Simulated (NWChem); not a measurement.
System: MoH2O4; SMILES [OH][Mo](=[O])(=[O])[OH]

```xyz
7

Mo     0.0000     0.0000     0.1396
O     -0.1627     1.3520     1.1124
O      0.1627    -1.3520     1.1124
O      1.5155     0.2035    -0.9289
H      2.1991    -0.4626    -1.0681
O     -1.5155    -0.2035    -0.9289
H     -2.1991     0.4626    -1.0681
```
Atoms are numbered in this order, from 1.

Level: PBE0/def2-SVP with def2 effective core potentials on Mo (NWChem), optimised geometry, unscaled harmonic frequencies. def2 effective core potentials on Mo; no spin-orbit coupling.

```tsv
frequency (cm⁻¹)	IR intensity (km/mol)
190	54.7
226	35.9
228	60.6
263	5.0
263	6.5
298	104.2
370	40.1
578	183.6
594	169.6
748	58.4
768	120.5
1048	250.1
1071	100.3
3902	467.4
3907	67.8
```

```
Item                                                                               Result
-----------------------------------------------------------------------  ----------------
zero-point energy                                                           20.7 kcal/mol
thermal correction to the enthalpy at 298.15 K (with zero-point energy)     25.5 kcal/mol
heat capacity Cv                                                         22.3 cal/(mol K)
entropy at 298.15 K and 1 atm (symmetry number 2)                        79.6 cal/(mol K)
```

Rigid rotor and harmonic oscillator.
